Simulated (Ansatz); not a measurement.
Consider the formal exchange of groups at the Si–Si bond: `N[SiH2][SiH2][SiH3]` + `CF` → `FC[SiH2][SiH3]` + `N[SiH3]`.

Computed with Ansatz on PBE0-D4/def2-TZVP structures; ΔE is electronic, products minus reactants. CCSD(T)/CBS is the MP2 limit (def2-TZVPP, def2-QZVPP) plus CCSD(T) − MP2 in def2-TZVPP, frozen cores. This one scheme is used for every species. One conformer a species, not always the lowest.

`N[SiH2][SiH2][SiH3]`:

Cartesian coordinates in Å:
```
N 2.633 0.110 0.888
Si 0.920 0.122 1.075
Si -0.104 0.014 -1.026
Si -2.429 -0.078 -0.790
H 3.067 -0.586 0.302
H 3.223 0.331 1.675
H 0.553 1.391 1.760
H 0.352 -0.987 1.906
H 0.353 -1.213 -1.743
H 0.269 1.192 -1.857
H -2.919 1.131 -0.074
H -2.815 -1.279 -0.001
H -3.103 -0.147 -2.115
```

`CF`:

Cartesian coordinates in Å:
```
C -0.061 -0.003 -0.001
F 1.313 0.068 0.017
H -0.399 -0.585 0.859
H -0.381 -0.488 -0.926
H -0.472 1.008 0.050
```

`FC[SiH2][SiH3]`:

```xyz
11

F    -1.930    0.596   -1.013
C    -0.906   -0.238   -1.451
Si    0.707    0.157   -0.524
Si    0.359    0.074    1.788
H    -0.791   -0.097   -2.531
H    -1.213   -1.275   -1.278
H     1.711   -0.864   -0.940
H     1.201    1.499   -0.932
H     1.653    0.243    2.503
H    -0.571    1.150    2.218
H    -0.221   -1.245    2.161
```

`N[SiH3]`:

Z-matrix (Å, degrees):
```
Si
N 1 1.720
H 1 1.486 2 107.9
H 1 1.494 2 116.0 3 -120.3
H 1 1.486 2 107.9 3 119.4
H 2 1.007 1 119.6 3 -168.6
H 2 1.007 1 119.6 3 49.2
```

| species | SCS-MP2/def2-TZVPP energy (Eh) |
| --- | --- |
| `N[SiH2][SiH2][SiH3]` | -927.18612 |
| `CF` | -139.53315 |
| `FC[SiH2][SiH3]` | -719.99815 |
| `N[SiH3]` | -346.71306 |

Problem. Work out ΔE.

Solution. ΔE = (-719.99815) + (-346.71306) − (-927.18612) − (-139.53315) = 0.00806 Eh = +21.2 kJ/mol. CCSD(T)/CBS gives +26.8 kJ/mol.

Largest T1 diagnostic among the species: 0.012.

The D4 term adds +4.1 kJ/mol with B3LYP and +2.5 kJ/mol with PBE0; it sums over pairs of atoms, weighted by their polarisabilities, and B3LYP, whose exchange is more repulsive, gets the larger term. In def2-TZVPP, CCSD(T) changes the Hartree–Fock value by +8.6 kJ/mol (the triples alone add +1.4 kJ/mol) and MP2 by +6.4 kJ/mol.

B3LYP here is the variant with VWN-RPA as its local correlation; programs differ in this.
